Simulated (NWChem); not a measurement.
System: MgHSeCl; SMILES [Cl][Mg][SeH]

Input file for NWChem:

```
start job
memory heap 200 mb stack 900 mb global 1100 mb
geometry units angstroms noautosym nocenter noautoz
  Mg    -0.031160    -0.611373    -0.000127
  Cl    -0.140321    -2.810632    -0.000287
  Se     0.123077     1.803960     0.000475
  H     -1.348143     1.891703    -0.012948
end
basis spherical
  * library def2-svpd
end
dft
  xc pbe0
  iterations 150
end
property
  response 1 0.0
end
task dft property
```

Excerpt of the output:

```
             Northwest Computational Chemistry Package (NWChem) 7.3.0
             --------------------------------------------------------

                             Geometry "geometry" -> ""
                             -------------------------

 Output coordinates in angstroms (scale by  1.889725989 to convert to a.u.)

  No.       Tag          Charge          X              Y              Z
 ---- ---------------- ---------- -------------- -------------- --------------
    1 Mg                  12.0000    -0.03116000    -0.61137300    -0.00012700
    2 Cl                  17.0000    -0.14032100    -2.81063200    -0.00028700
    3 Se                  34.0000     0.12307700     1.80396000     0.00047500
    4 H                    1.0000    -1.34814300     1.89170300    -0.01294800

 Effective nuclear repulsion energy (a.u.)     220.7121660508

                              NWChem Property Module
                              ----------------------

                                 NWChem DFT Module
                                 -----------------

 Summary of "ao basis" -> "ao basis" (spherical)
 ------------------------------------------------------------------------------
       Tag                 Description            Shells   Functions and Types
 ---------------- ------------------------------  ------  ---------------------
 Mg                        def2-svpd                 9       21   4s4p1d
 Cl                        def2-svpd                11       27   5s4p2d
 Se                        def2-svpd                15       41   6s5p4d
 H                         def2-svpd                 4        8   2s2p

            General Information
            -------------------
          SCF calculation type: DFT
          Wavefunction type:  closed shell.
          No. of atoms     :     4
          No. of electrons :    64
           Alpha electrons :    32
            Beta electrons :    32
          Charge           :     0
          Spin multiplicity:     1
          Use of symmetry is: off; symmetry adaption is: off
          Maximum number of iterations: 150
          AO basis - number of functions:    97
                     number of shells:    39
          Convergence on energy requested:  1.00D-06
          Convergence on density requested:  1.00D-05
          Convergence on gradient requested:  5.00D-04

              XC Information
              --------------
                         PBE0 Method XC Functional
                     Hartree-Fock (Exact) Exchange  0.250
          PerdewBurkeErnzerhof Exchange Functional  0.750
            Perdew 1991 LDA Correlation Functional  1.000 local
           PerdewBurkeErnz. Correlation Functional  1.000 non-local

             Grid Information
             ----------------
          Grid used for XC integration:  medium
          Radial quadrature: Mura-Knowles
          Angular quadrature: Lebedev.
          Tag              B.-S. Rad. Rad. Pts. Rad. Cut. Ang. Pts.
          ---              ---------- --------- --------- ---------
          Mg                  1.50       88          13.0       590
          Cl                  1.00       88          15.0       590
          Se                  1.15      112          14.0       590
          H                   0.35       45          14.0       434
          Grid pruning is: on
          Number of quadrature shells:   333
          Spatial weights used:  Erf1

      Superposition of Atomic Density Guess
      -------------------------------------

 Sum of atomic energies:       -3058.87758351

      Non-variational initial energy
      ------------------------------

 Total energy =   -3059.235955
 1-e energy   =   -4697.334285
 2-e energy   =    1417.386164
 HOMO         =      -0.305951
 LUMO         =      -0.065366

   convergence    iter        energy       DeltaE   RMS-Dens  Diis-err
 ---------------- ----- ----------------- --------- --------- ---------
 d= 0,ls=0.0,diis     1  -3061.4710907855 -3.28D+03  9.96D-03  3.37D-01
 d= 0,ls=0.0,diis     2  -3061.4831859923 -1.21D-02  5.71D-03  2.29D-01
 d= 0,ls=0.0,diis     3  -3061.5148364402 -3.17D-02  1.30D-03  9.74D-03
 d= 0,ls=0.0,diis     4  -3061.5163055699 -1.47D-03  2.85D-04  3.11D-04
 d= 0,ls=0.0,diis     5  -3061.5163555502 -5.00D-05  5.44D-05  3.96D-05
  Resetting Diis
 d= 0,ls=0.0,diis     6  -3061.5163591720 -3.62D-06  1.46D-05  9.85D-07
 d= 0,ls=0.0,diis     7  -3061.5163593152 -1.43D-07  6.92D-06  8.44D-08

         Total DFT energy =    -3061.516359315182
      One electron energy =    -4699.545823819765
           Coulomb energy =     1549.095711482632
    Exchange-Corr. energy =     -131.778413028868
 Nuclear repulsion energy =      220.712166050819

 Numeric. integr. density =       64.000011585717

                       DFT Final Molecular Orbital Analysis
                       ------------------------------------

 Vector   30  Occ=2.000000D+00  E=-3.269999D-01
              MO Center= -1.4D-01, -2.7D+00, -2.8D-04, r^2= 1.4D+00
   Bfn.  Coefficient  Atom+Function         Bfn.  Coefficient  Atom+Function
  ----- ------------  ---------------      ----- ------------  ---------------
    35      0.597151  2 Cl pz                32      0.458954  2 Cl pz
    29      0.266736  2 Cl pz                38      0.097627  2 Cl pz
    10      0.060287  1 Mg pz                18     -0.042914  1 Mg d -1
     7      0.042534  1 Mg pz                45      0.032118  2 Cl d -1
    66      0.029670  3 Se pz

 Vector   31  Occ=2.000000D+00  E=-3.101051D-01
              MO Center=  5.7D-02,  1.3D+00,  3.1D-05, r^2= 3.2D+00
   Bfn.  Coefficient  Atom+Function         Bfn.  Coefficient  Atom+Function
  ----- ------------  ---------------      ----- ------------  ---------------
    65      0.453523  3 Se py                62      0.425805  3 Se py
    59     -0.276137  3 Se py                 3     -0.245951  1 Mg s
    52      0.189236  3 Se s                 34      0.166712  2 Cl py
     9     -0.150362  1 Mg py                 2     -0.139426  1 Mg s
    31      0.124653  2 Cl py                 6     -0.114481  1 Mg py

 Vector   32  Occ=2.000000D+00  E=-2.635457D-01
              MO Center=  7.2D-02,  1.7D+00,  5.6D-05, r^2= 2.1D+00
   Bfn.  Coefficient  Atom+Function         Bfn.  Coefficient  Atom+Function
  ----- ------------  ---------------      ----- ------------  ---------------
    66      0.538537  3 Se pz                63      0.487635  3 Se pz
    60     -0.309392  3 Se pz                57      0.100409  3 Se pz
    18      0.073984  1 Mg d -1              69      0.066828  3 Se pz
    10      0.065385  1 Mg pz                13      0.045695  1 Mg pz
     7      0.043443  1 Mg pz                32     -0.031788  2 Cl pz

 Vector   33  Occ=0.000000D+00  E=-6.436510D-02
              MO Center= -1.2D-01, -2.7D-01, -1.2D-03, r^2= 6.9D+00
   Bfn.  Coefficient  Atom+Function         Bfn.  Coefficient  Atom+Function
  ----- ------------  ---------------      ----- ------------  ---------------
     4      1.193619  1 Mg s                  3      0.676454  1 Mg s
    26     -0.374784  2 Cl s                 65      0.324539  3 Se py
    37     -0.255511  2 Cl py                34     -0.246142  2 Cl py
     2      0.244750  1 Mg s                 68      0.223536  3 Se py
    52     -0.220156  3 Se s                 54     -0.199934  3 Se s

 Vector   34  Occ=0.000000D+00  E=-2.780460D-02
              MO Center=  1.2D-01, -2.8D-01,  1.1D-03, r^2= 6.6D+00
   Bfn.  Coefficient  Atom+Function         Bfn.  Coefficient  Atom+Function
  ----- ------------  ---------------      ----- ------------  ---------------
    11      0.554920  1 Mg px                14      0.358162  1 Mg px
     8      0.289641  1 Mg px                91      0.211389  4 H  s
     4      0.175651  1 Mg s                 90      0.167361  4 H  s
     5      0.161124  1 Mg px                33     -0.149033  2 Cl px
    36     -0.136431  2 Cl px                54     -0.113644  3 Se s

 Vector   35  Occ=0.000000D+00  E=-1.456880D-02
              MO Center= -3.5D-02, -4.9D-01, -1.2D-04, r^2= 7.6D+00
   Bfn.  Coefficient  Atom+Function         Bfn.  Coefficient  Atom+Function
  ----- ------------  ---------------      ----- ------------  ---------------
    13      0.544584  1 Mg pz                16      0.535355  1 Mg pz
    10      0.286481  1 Mg pz                66     -0.237509  3 Se pz
    69     -0.200649  3 Se pz                38     -0.173876  2 Cl pz
    35     -0.169737  2 Cl pz                63     -0.156470  3 Se pz
     7      0.155530  1 Mg pz                32     -0.119137  2 Cl pz

     Multipole analysis of the density
     ---------------------------------

     L   x y z        total         alpha         beta         nuclear
     -   - - -        -----         -----         ----         -------
     0   0 0 0     -0.000000    -32.000000    -32.000000     64.000000

     1   1 0 0     -0.143149     -0.144422     -0.144422      0.145694
     1   0 1 0      0.400370     -7.461825     -7.461825     15.324020
     1   0 0 1     -0.001531      0.002259      0.002259     -0.006049

     2   2 0 0    -28.690419    -19.128473    -19.128473      9.566527
     2   1 1 0     -1.576691    -22.093036    -22.093036     42.609381
     2   1 0 1      0.031061     -0.020493     -0.020493      0.072048
     2   0 2 0    -42.821159   -473.155909   -473.155909    903.490658
     2   0 1 1     -0.010370     -0.039619     -0.039619      0.068868
     2   0 0 2    -32.040869    -16.020750    -16.020750      0.000632

 *** CALLING NEW AORESP DRIVER FOR CLOSED AND OPEN SHELLS ***
 Entering AOResponse driver routine

--------------------------------------------------------------------------------

          -----------------------------------------------
          Solving response equations for perturbing field
          -----------------------------------------------

 number of frequencies:     1
 frequency in a.u.:  0.0000000E+00
 Perturbing field: electric
 Using El. Dipole Length Gauge

 Setting up CPKS with frequency omega =      0.00000000 a.u.

 STATIC response

                                NWChem CPHF Module
                                ------------------

  scftype          =     RHF
  nclosed          =       32
  nopen            =        0
  variables        =     2080
  # of vectors     =        3
  tolerance        = 0.10D-03
  level shift      = 0.00D+00
  max iterations   =       50
  max subspace     =       30

 SCF residual:    4.7094933352589719E-004

Iterative solution of linear equations
  No. of variables     2080
  No. of equations        3
  Maximum subspace       30
        Iterations       50
       Convergence  1.0D-04

   iter   nsub   residual    time
   ----  ------  --------  ---------
     1      3    3.63D+00      30.6
     2      6    1.17D+00      43.3
     3      9    5.73D-01      56.9
     4     12    4.58D-02      69.4
     5     15    1.12D-02      82.0
     6     18    1.53D-03      94.5
     7     21    7.57D-04     107.3
     8     24    2.48D-04     119.6
     9     27    2.46D-05     132.9

 Electric Dipole Response Matrix (nonzero elements):

              1        2        3
    1   57.7243   1.1055  -0.0283
    2    1.1055  88.5824   0.0005
    3   -0.0283   0.0005  60.7953

 ------------------------------------------
 average:        69.03399 + I       0.00000

 DFT Linear Response polarizability / au
 Frequency  =       0.0000000 / au
              X              Y              Z
 -----------------------------------------------
 X      57.7243051      1.1054885     -0.0283398
 Y       1.1054875     88.5823855      0.0004737
 Z      -0.0283398      0.0004737     60.7952753
 -----------------------------------------------
 Eigenvalues =      57.6844936     88.6219389     60.7955334
 Isotropic   =      69.0339886
 Anisotropic =      29.5051939
 -----------------------------------------------

 Magnetic Dipole Response Matrix (nonzero elements):

 Exiting AOResponse driver routine
```

Level: PBE0/def2-SVPD. Coordinates come from a PBE0/def2-SVP optimisation.
